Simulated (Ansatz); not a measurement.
The cluster Tl₃H₄ (the lowest doublet isomer of a short search). Total charge 0; doublet. Geometry PBE-D4/def2-SVP, basis def2-TZVP, Ansatz.

```xyz
7

Tl   -0.131   -2.378   -0.656
Tl   -1.567    1.016    0.368
Tl    1.672    0.896    0.157
H    -1.664   -0.965   -0.175
H     0.138    0.914    1.596
H     1.551   -1.085   -0.384
H     0.001    1.603   -0.907
```

```json
{"run": "A", "HOMO (eV)": "-7.17", "LUMO (eV)": "-2.08"}
{"run": "B", "HOMO (eV)": "-4.88", "LUMO (eV)": "-4.02"}
{"run": "C", "HOMO (eV)": "-5.37", "LUMO (eV)": "-3.56"}
{"run": "D", "HOMO (eV)": "-4.51", "LUMO (eV)": "-4.12"}
{"run": "E", "HOMO (eV)": "-7.52", "LUMO (eV)": "-1.89"}
{"run": "F", "HOMO (eV)": "-4.60", "LUMO (eV)": "-4.14"}
```

In the def2 sets Tl takes a core potential; there is no spin–orbit coupling. LC-ωPBE has ω = 0.4 bohr⁻¹. Another isomer (doublet) lies 0.05 eV lower at ωB97X-V/def2-TZVP; other spin states weren't run for this one.

HOMO and LUMO are taken over both spins.

Problem. The runs used B97M-V, LC-ωPBE, PBE, PBE0, r2SCAN, ωB97X-V. Estimate which is which.

Solution. A ωB97X-V (range-separated); B r2SCAN (0 % exact exchange); C PBE0 (25 % exact exchange); D B97M-V (0 % exact exchange); E LC-ωPBE (range-separated); F PBE (0 % exact exchange). Exact exchange lowers occupied and raises empty levels; among semilocal functionals meta-GGAs tend to open the gap a little, and such runs are hard to tell apart. The gap grows from 0.40 eV (B97M-V) to 5.62 eV (LC-ωPBE).
